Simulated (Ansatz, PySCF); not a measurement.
C₈H₆, SMILES C12C=CC=C2C=CC=1. Atoms are numbered in the order given.

```xyz
14

C     -0.0651    -2.1715     0.0000
C      1.0957    -1.4760     0.0000
C      0.7338    -0.0383     0.0000
C      1.2284     1.2184     0.0000
C      0.0651     2.1715     0.0000
C     -1.0957     1.4760     0.0000
C     -0.7338     0.0383     0.0000
C     -1.2284    -1.2184     0.0000
H     -0.1665    -3.2586     0.0000
H      2.1046    -1.8896     0.0000
H      2.2763     1.5276     0.0000
H      0.1665     3.2586     0.0000
H     -2.1046     1.8896     0.0000
H     -2.2763    -1.5276     0.0000
```

Coordinates come from a ωB97X-D3(BJ)/def2-SVP optimisation.

Vertical ionisation energy (IE) and electron affinity (EA) in eV. Rows of orbital energies are one-electron estimates. Where ΔSCF, EOM or ADC give a negative EA the extra electron is unbound and the value depends on the basis.

```json
[
 {"level": "−ε(HOMO), −ε(LUMO), r2SCAN/def2-TZVP (PySCF)", "IE": "___", "EA": "___"},
 {"level": "−ε(HOMO), −ε(LUMO), PBE/def2-TZVP (PySCF)", "IE": "4.78", "EA": "3.52"},
 {"level": "ΔSCF, PBE0/def2-SVPD (Ansatz), final states of multiplicity 2 and 2", "IE": "7.60", "EA": "1.01"},
 {"level": "ΔSCF, PBE/def2-SVPD (Ansatz), final states of multiplicity 2 and 2", "IE": "7.53", "EA": "0.99"}
]
```

Problem. Some entries are withheld; supply them. (The exact figures need the calculation; the answer reports its results.)

Solution. 
- −ε(HOMO), −ε(LUMO), r2SCAN/def2-TZVP (PySCF), IE: 4.88
- −ε(HOMO), −ε(LUMO), r2SCAN/def2-TZVP (PySCF), EA: 3.46

Problem. What vertical singlet–triplet gap does ΔSCF give with PBE0/def2-SVPD (Ansatz, a quantum-chemistry and plane-wave program) and with PBE/def2-SVPD (Ansatz)? (Estimate from the structure and the level; the computed values follow.)

Solution. 1.07 and 1.02 eV (triplet above singlet where positive).
